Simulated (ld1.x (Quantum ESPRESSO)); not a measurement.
## Plane-wave convergence, TM potential for arsenic

arsenic (As), norm-conserving Troullier–Martins (Kleinman–Bylander form), made with ld1.x (Quantum ESPRESSO) 7.5 (PBE, scalar-relativistic). Core [Ar], reference 3d10 4s2 4p1 (charge +2). Waves: 4s (bound): rc 1.70 bohr; 4p (bound): rc 1.40 bohr; 3d (bound): rc 0.70 bohr. Local part: the d channel. Core correction: Bessel-smoothed model core inside 0.40 bohr.

The pseudo-atom Hamiltonian at the reference potential is diagonalised in spherical Bessel functions j_l(qr) that vanish at 20 bohr, with q² up to the cutoff. All-electron valence levels (Ry): 4s -2.4583, 4p -1.6661, 3d -4.5524.

Question: How do the lowest levels (Ry) of each channel move with the cutoff, and are there ghosts?

Answer:

```tsv
cutoff (Ry)	s #1	s #2	s #3	p #1	p #2	p #3	d #1	f #1	Σ f·Δε (mRy)
8	-2.6388	-1.4882	-0.6233	-1.6524	-0.5780	-0.2859	-0.8773	-0.2999	37113.1
18	-12.9584	-2.4466	-0.7863	-1.6700	-0.5803	-0.2865	-1.0576	-0.3007	34962.1
35	-33.0757	-2.4551	-0.7872	-1.7019	-0.5836	-0.2871	-1.2933	-0.3008	32620.4
55	-48.2768	-2.4581	-0.7874	-7.1335	-1.6643	-0.5812	-1.6044	-0.3009	29469.0
90	-59.4394	-2.4583	-0.7894	-15.1318	-1.6656	-0.5821	-2.1862	-0.3009	23650.0
140	-65.1357	-2.4583	-0.7920	-21.3946	-1.6660	-0.5828	-3.1460	-0.3009	14050.7
230	-66.9247	-2.4583	-0.8019	-24.9906	-1.6661	-0.5830	-4.2630	-0.3009	2881.0
400	-67.0161	-2.4583	-0.8123	-25.4365	-1.6661	-0.5830	-4.5511	-0.3009	0.0
```

Result: ghost states, extra bound levels that the all-electron valence spectrum of the same l lacks: s at -911.8 eV, p at -346.1 eV (a true bound ghost makes a file unfit for plane-wave use); 10 mRy is reached at over 300 Ry and 1 mRy at over 300 Ry.

2 of 7 tests not solved or not reliable.
